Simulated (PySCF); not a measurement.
## Ionisation energy of Mo²⁹⁺ by level of theory

Mo²⁹⁺ [Ne] 3s2 3p1 [3p1/2^1, M_J = 1/2] → Mo³⁰⁺ [Ne] 3s2, as a difference of total energies. All numbers are calculated (PySCF 2.14, the two-component X2C-1e Hamiltonian, in an even-tempered Gaussian basis (19 s from 4.6 bohr⁻², ratio 2.4; 13 p from 6 bohr⁻², ratio 2.4; 5 d from 21 bohr⁻², ratio 2.6; 4 f from 32 bohr⁻², ratio 2.6)). Correlated levels: 1s2 frozen; the 50 highest virtual spinors dropped. "Screened" scales the spin-orbit matrix elements by Boettger's factors to mimic the two-electron term; Breit and QED terms are absent.

```
                    method  ionisation energy (eV)
           GHF (spin-free)                  1583.2
          GMP2 (spin-free)                  1583.7
 GHF (screened spin-orbit)                  1601.0
GMP2 (screened spin-orbit)                  1601.4
```

Breit and QED terms and the two-electron picture change are absent.

The spin-free rows lack the spin-orbit shift.

For comparison: 1587 ± 8 eV (semi-empirical (NIST evaluation); NIST Atomic Spectra Database, ionization energies).
